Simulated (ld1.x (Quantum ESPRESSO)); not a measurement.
**zinc, PAW: configuration errors across variants**

zinc (Zn), PAW, made with ld1.x (Quantum ESPRESSO) 7.5 (PBEsol, scalar-relativistic). Core [Ne], reference 3s2 3p6 3d9 4s0 4p0 (charge +3). Waves: 3s (bound): rcut 0.90, rcutus 0.95 bohr; 4s (bound, empty): rcut 0.90, rcutus 0.95 bohr; 3p (bound): rcut 1.00, rcutus 1.15 bohr; 4p (bound, empty): rcut 1.00, rcutus 1.15 bohr; 3d (bound): rcut 0.80, rcutus 0.90 bohr; 3d channel at -1.75 Ry: rcut 0.80, rcutus 0.90 bohr. Local part: all-electron potential smoothed inside 0.95 bohr (lloc = -1). Core correction: a·sin(br)/r model core, default radius (ld1.x builds one for every PAW set, though the input has nlcc=.false.). Augmentation charge: BESSEL, radius 0.80 bohr.

All-electron excitation energies from the reference (eV): (1) 3s2 3p6 3d10 4s2 4p0 -68.757; (2) 3s2 3p6 3d10 4s1 4p0 -58.857; (3) 3s2 3p6 3d10 4s0 4p0 -40.509; (4) 3s2 3p6 3d10 4s1 4p1 -63.630; (5) 3s2 3p6 3d9 4s2 4p0 -50.823; (6) 3s2 3p6 3d8 4s0 4p0 61.781; (7) 3s1 3p6 3d10 4s2 4p0 68.990.

The overlap operator is not positive definite (basis up to 400 Ry) in “base”, “augmentation PSQ, inside the norm-conserving radii”, “local potential all-electron potential smoothed inside 1.05 bohr (lloc = -1)”, “waves 3d (bound): rcut 0.80, rcutus 1.18 bohr; 3d channel at -1.75 Ry: rcut 0.80, rcutus 1.18 bohr”, “waves 3s (bound): rcut 0.66, rcutus 0.70 bohr; 4s (bound): rcut 0.66, rcutus 0.70 bohr”, “wave 3d channel at -1.75 Ry: rcut 0.80, rcutus 0.90 bohr becomes 3d channel at -3.44 Ry: rcut 0.80, rcutus 0.90 bohr”. Such files are unfit for use, however small their errors in these radial tests.

4 further variants failed, have other tests or another functional or relativity, and are left out.

Errors AE − PS in meV (a dash: test not solved or not reliable):

```tsv
change	(1)	(2)	(3)	(4)	(5)	(6)	(7)	bound ghosts
base	+26	+5.2	-24	-199	+12	-66	-27	not determined (overlap not positive)
augmentation PSQ, inside the norm-conserving radii	+1.1	-15	-36	-208	+9.7	–	–	not determined (overlap not positive)
local potential all-electron potential smoothed inside 1.05 bohr (lloc = -1)	+0.6	+2.4	+3.9	+5.8	+1.7	-7.5	-29	not determined (overlap not positive)
waves 3d (bound): rcut 0.80, rcutus 1.18 bohr; 3d channel at -1.75 Ry: rcut 0.80, rcutus 1.18 bohr	+44	+29	+5.3	-190	+10	-3.1	-47	not determined (overlap not positive)
waves 3s (bound): rcut 0.66, rcutus 0.70 bohr; 4s (bound): rcut 0.66, rcutus 0.70 bohr	-6.6	-14	-25	-215	+2.6	-71	-29	not determined (overlap not positive)
wave 3d channel at -1.75 Ry: rcut 0.80, rcutus 0.90 bohr becomes 3d channel at -3.44 Ry: rcut 0.80, rcutus 0.90 bohr	+28	+7.6	-21	-197	+12	-63	-28	not determined (overlap not positive)
```

(1) Give the same row for: waves 3p (bound): rcut 0.88, rcutus 0.94 bohr; 4p (bound): rcut 0.88, rcutus 0.94 bohr.

## Answers

(1) +33, +19, +4.1, +18, +16, -4.6, -27; bound ghosts: not determined (overlap not positive). Its overlap operator is not positive definite in a basis up to 400 Ry (lowest eigenvalue s -0.16), so the file is unfit for use: the generalised eigenproblem breaks down once the basis is large enough, and its test numbers describe a broken file.
